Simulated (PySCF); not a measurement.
Input for PySCF: R-M06-2X/def2-TZVPPD on H2O (SMILES O).

```python
from pyscf import gto, dft

mol = gto.M(
    atom='''
    O    -0.00000000    0.00000000    0.38961139
    H     0.00000000    0.76498632   -0.19485569
    H     0.00000000   -0.76498632   -0.19485569
    ''',
    basis='def2-tzvppd',
    charge=0, spin=0, verbose=4, max_memory=1800)
mf = dft.RKS(mol, xc='m062x').density_fit(auxbasis='def2-universal-jkfit')
mf.grids.level = 4
mf.conv_tol = 1e-9
mf.max_cycle = 150
mf.kernel()
mf.dip_moment()
```

Program output:

```
PySCF version 2.14.0

[INPUT] verbose = 4
[INPUT] num. atoms = 3
[INPUT] num. electrons = 10
[INPUT] charge = 0
[INPUT] spin (= nelec alpha-beta = 2S) = 0
[INPUT] symmetry False subgroup None
[INPUT] Mole.unit = angstrom
[INPUT] Symbol           X                Y                Z      unit          X                Y                Z       unit  Magmom
[INPUT]  1 O      0.000000000000   0.000000000000   0.389611390000 AA    0.000000000000   0.000000000000   0.736258822111 Bohr   0.0
[INPUT]  2 H      0.000000000000   0.764986320000  -0.194855690000 AA    0.000000000000   1.445614633839  -0.368223887913 Bohr   0.0
[INPUT]  3 H      0.000000000000  -0.764986320000  -0.194855690000 AA    0.000000000000  -1.445614633839  -0.368223887913 Bohr   0.0

nuclear repulsion = 9.14068918860721
number of shells = 28
number of NR pGTOs = 93
number of NR cGTOs = 74
basis = def2-tzvppd
ecp = {}


******** <class 'pyscf.df.df_jk.DFRKS'> ********
method = DFRKS
initial guess = minao
damping factor = 0
level_shift factor = 0
DIIS = <class 'pyscf.scf.diis.CDIIS'>
diis_start_cycle = 1
diis_space = 8
diis_damp = 0
SCF conv_tol = 1e-09
SCF conv_tol_grad = None
SCF max_cycles = 150
direct_scf = False
XC library pyscf.dft.libxc version 7.1.2
    S. Lehtola, C. Steigemann, M. J. T. Oliveira, and M. A. L. Marques,  SoftwareX 7, 1–5 (2018)
XC functionals = m062x
    Y. Zhao and D. G. Truhlar,  Theor. Chem. Acc. 120, 215 (2008)
    Y. Zhao and D. G. Truhlar,  Theor. Chem. Acc. 120, 215 (2008)
radial grids:
    Treutler-Ahlrichs [JCP 102, 346 (1995); DOI:10.1063/1.469408] (M4) radial grids

becke partition: Becke, JCP 88, 2547 (1988); DOI:10.1063/1.454033
pruning grids: <function nwchem_prune>
grids dens level: 4
symmetrized grids: False
atomic radii adjust function: <function treutler_atomic_radii_adjust>
small_rho_cutoff = 0
Set gradient conv threshold to 3.16228e-05
Initial guess from minao.
tot grids = 59680
******** <class 'pyscf.df.df.DF'> ********
auxbasis = def2-universal-jkfit
init E= -76.3195435227063
  HOMO = -0.452325087921977  LUMO = -0.00844265609364214  gap/eV = 12.07866
cycle= 1 E= -76.3718633042827  delta_E= -0.0523  |g|= 0.567  |ddm|= 0.862
  HOMO = -0.277078943110929  LUMO = 0.014658519025576  gap/eV = 7.93858
cycle= 2 E= -76.3516416779092  delta_E= 0.0202  |g|= 0.689  |ddm|= 0.554
  HOMO = -0.406782490602048  LUMO = 0.00977314197814802  gap/eV = 11.33506
cycle= 3 E= -76.4310152078908  delta_E= -0.0794  |g|= 0.0271  |ddm|= 0.269
  HOMO = -0.402413251855215  LUMO = 0.0120131475988435  gap/eV = 11.27712
cycle= 4 E= -76.4311331430791  delta_E= -0.000118  |g|= 0.00365  |ddm|= 0.0162
  HOMO = -0.402994559303274  LUMO = 0.0118612404809997  gap/eV = 11.28880
cycle= 5 E= -76.4311361488376  delta_E= -3.01e-06  |g|= 0.000502  |ddm|= 0.0026
  HOMO = -0.403033692831613  LUMO = 0.0118626628022679  gap/eV = 11.28990
cycle= 6 E= -76.4311362485719  delta_E= -9.97e-08  |g|= 6.83e-05  |ddm|= 0.000782
  HOMO = -0.403035382190495  LUMO = 0.0118644388086115  gap/eV = 11.29000
cycle= 7 E= -76.4311362516909  delta_E= -3.12e-09  |g|= 6.88e-06  |ddm|= 0.000169
  HOMO = -0.403036621173946  LUMO = 0.0118645412302429  gap/eV = 11.29004
cycle= 8 E= -76.4311362517239  delta_E= -3.3e-11  |g|= 8.98e-07  |ddm|= 1.05e-05
  HOMO = -0.403036649384092  LUMO = 0.0118645550772189  gap/eV = 11.29004
Extra cycle  E= -76.4311362517244  delta_E= -5.68e-13  |g|= 3.04e-07  |ddm|= 1.11e-06
converged SCF energy = -76.4311362517244
Dipole moment(X, Y, Z, Debye): -0.00000,  0.00000, -1.88683
```

The run converged.

Cost: very roughly 4 core-seconds.
